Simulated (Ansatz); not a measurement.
This geometry of CH₆B₂S (10 atoms, charge 0, multiplicity 1) is a first-order saddle point.

Computed with RKS BLYP-D4/def2-SVP in Ansatz 0.2.0.

```xyz
10
Properties=species:S:1:pos:R:3
B -1.153 1.445 0.552
B -0.014 0.509 -0.195
C 0.464 -0.928 0.250
S 1.789 -1.791 -0.734
H -2.331 1.404 0.247
H -0.857 2.274 1.394
H 0.475 1.014 -1.199
H -0.421 -1.595 0.367
H 0.876 -0.850 1.282
H 1.257 -1.533 -1.962
```

(1) Which two structures does it join? (They come from a converged band through this point; their orientation in space is the band's.)

(2) How far does it lie above each of them?

Answers

(1) No bond is made or broken. The dihedral H7–B2–C3–S4 goes from -89 to 89°.

Image 0:

```xyz
10
Properties=species:S:1:pos:R:3
B -1.102 1.247 0.025
B 0.369 0.523 0.349
C 0.576 -1.031 0.534
S 1.159 -0.887 -1.261
H -1.672 1.264 -1.053
H -1.692 1.819 0.927
H 1.339 1.215 0.610
H -0.271 -1.735 0.597
H 1.438 -1.397 1.118
H -0.061 -1.069 -1.843
```

Image 8:

```xyz
10
Properties=species:S:1:pos:R:3
B -0.907 1.517 0.392
B -0.493 0.037 -0.259
C 0.403 -1.043 0.460
S 1.761 -0.306 -0.630
H -2.017 1.653 0.882
H -0.202 2.509 0.424
H -1.016 -0.321 -1.303
H 0.290 -2.120 0.249
H 0.726 -0.881 1.504
H 1.538 -1.098 -1.717
```

(2) 6.4 kcal/mol above the first and 6.2 kcal/mol above the second. This is the barrier of this one path; another mechanism may lie lower.

The run took 12 min on 1 thread of Intel(R) Xeon(R) Processor @ 2.50GHz (Skylake/Cascade Lake), with other jobs on the host, peak memory 0.13 GiB.
